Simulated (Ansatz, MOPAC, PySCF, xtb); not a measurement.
Dimer: H2S (SMILES S) (first 3 atoms) with CH3F (SMILES CF); geometry from B3LYP-D3(BJ)/def2-TZVP, rigid monomers moved along the line of their centres of mass till H3···F5 is 2.05 Å.
(charge 0, multiplicity 1):
```xyz
8

S     -1.0186     0.1760    -0.2156
H      0.0616     0.8485    -0.6436
H     -0.3010    -0.5372     0.6693
C     -0.0956     0.3449     3.2964
F      0.4428    -0.7167     2.5661
H      0.7253     0.9191     3.7260
H     -0.6836     0.9647     2.6197
H     -0.7265    -0.0642     4.0855
```

Monomers are frozen at their geometry in the pair; levels with a basis set take the counterpoise correction. Rows marked so take none.

Rows in 6-31G* carry no dispersion term and start afresh at each structure (6-31G* with six Cartesian d functions). The state that AM1 reach isn't checked.

Codes used: Ansatz (Gaussian basis) for Hartree–Fock, density functionals and correlated methods; MOPAC for AM1 (differences of heats of formation); PySCF for 6-31G* rows, the dispersion terms; xtb for the GFN methods. 

Problem. One of these levels gives -89.9 meV for the interaction energy. Name it.
A) AM1
B) GFN1-xTB
C) B3LYP/6-31G* (no counterpoise)
D) PBE-D3(BJ)/def2-TZVPPD

Solution. D, PBE-D3(BJ)/def2-TZVPPD. The others give 13.9 (AM1), -71.8 (GFN1-xTB), -121.7 (B3LYP/6-31G* (no counterpoise))

Ansatz is an electronic-structure program.
